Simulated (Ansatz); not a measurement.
```yaml
crystal:
  periodic: [false, false, false]
  atoms:
    - {symbol: O, position_ang: [-1.660537, 1.163033, -0.960824]}
    - {symbol: B, position_ang: [0.034279, 1.388987, -0.898978]}
    - {symbol: N, position_ang: [0.974805, 0.192828, -0.010315]}
    - {symbol: Si, position_ang: [0.169829, -1.549387, 1.017102]}
    - {symbol: H, position_ang: [-2.231740, 2.013037, -1.579526]}
    - {symbol: H, position_ang: [0.692656, 2.558509, -1.572926]}
    - {symbol: H, position_ang: [2.220939, 0.363934, 0.031598]}
    - {symbol: H, position_ang: [-0.693824, -2.698680, -0.156357]}
    - {symbol: H, position_ang: [-1.020389, -1.064834, 2.355688]}
    - {symbol: H, position_ang: [1.617731, -2.431432, 1.778287]}
basis:
  gaussian: {orbitals: aug-pcseg-2, final_grid: {core_spheres: 1, valence_spheres: 1, degree: 5}}
magnetization: {spin_polarized: true, initial_magnetization: 0}
hamiltonian: {xc: {name: PBE}}
scf: {lower_state_search: light}
output: {forces: true}
```

```sh
$ ansatz run in.yaml --threads 2 --pin off --events-out ev --progress --plain --max-ram 4352MiB
```

It prints (some lines left out):

```
Functional definition: PBE
1279 factors; their error is unknown
mean field evaluation 1: about -12161.5321 eV, gradient 6.1e1 eV
mean field evaluation 2: about -12005.0686 eV, gradient 1.5e2 eV
mean field evaluation 4: about -12171.1595 eV, gradient 3.5e1 eV
mean field evaluation 8: about -12176.3123 eV, gradient 2.8e-1 eV
mean field evaluation 16: about -12149.0802 eV, gradient 4.1e-1 eV
a density is far from that of the atoms, so the factors are made again for it
2064 factors; integrals over basis functions are off by at most 6.2e-4 eV
mean field evaluation 64: about -12149.0077 eV, gradient 2.6e0 eV
mean field -12149.08276548 eV, -446.4705566872 hartree, gradient 2.1e-5 eV, S^2 0.000006; 0 other end points of the search recorded, 0 dependent functions left out
reference -12149.08295469 eV, -446.4705636408 hartree; 20, 20 occupied and 306, 306 virtual orbitals, 2064 factors
Total energy: -12149.08295469 eV, -446.4705636408 hartree
Atom 0 at    -1.660537     1.163033    -0.960824 Å, force    -1.732955     2.256117    -1.661527 eV/Å
Atom 1 at     0.034279     1.388987    -0.898978 Å, force     0.570434    -3.710424     2.468768 eV/Å
Atom 2 at     0.974805     0.192828    -0.010315 Å, force    -0.490809    -0.863784     0.504425 eV/Å
Atom 3 at     0.169829    -1.549387     1.017102 Å, force     0.866027     0.521169    -0.244104 eV/Å
Atom 4 at    -2.231740     2.013037    -1.579526 Å, force     3.535287    -1.133773     1.161965 eV/Å
Atom 5 at     0.692656     2.558509    -1.572926 Å, force    -0.209155    -0.712050     0.433762 eV/Å
Atom 6 at     2.220939     0.363934     0.031598 Å, force    -3.039856     1.836519    -1.561445 eV/Å
Atom 7 at    -0.693824    -2.698680    -0.156357 Å, force     0.670613     1.182069     1.092127 eV/Å
Atom 8 at    -1.020389    -1.064834     2.355688 Å, force     0.983496    -0.410843    -1.373012 eV/Å
Atom 9 at     1.617731    -2.431432     1.778287 Å, force    -1.153083     1.035000    -0.820959 eV/Å
Dipole moment:    -0.032632     0.034198    -0.026413 e Å
```

Problem. Something in this input is off. What?

Solution. The integration grid is far too coarse. The calculation finished and met its thresholds. The result belongs to that input, not to the molecule as meant.
